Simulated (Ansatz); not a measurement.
Basis-set extrapolation for H$_{8}$N$_{2}$OSSi$_{2}$ (`N[SiH2]S[SiH](N)O`) (PBE0-D4/def2-TZVP geometry, frozen core, Ansatz). Multiplicity 1, RHF reference.

|  | def2-TZVPP | def2-QZVPP |
| --- | --- | --- |
| HF | -1164.121759 | -1164.160792 |
| MP2 correlation | -1.092808 | -1.179624 |
| CCSD(T) correlation | -1.191832 | not run |

Energies in hartree. Use E(X) = E(∞) + A·exp(−7.88·√X) for Hartree–Fock and E(X) = E(∞) + B·X^(−2.97) for correlation, with X = 3 and 4, and add CCSD(T) minus MP2 of the smaller set to the MP2 limit.

What is the CCSD(T) energy at the basis-set limit?

HF limit: -1164.160792 + (-0.039033) × 0.13774 = -1164.16617. MP2 limit: -1.179624 + (-0.086816) × 0.74074 = -1.24393. Higher-order term: -1.191832 − (-1.092808) = -0.09902. Total: -1165.50912 hartree, 513.4 kJ/mol below CCSD(T)/def2-TZVPP.
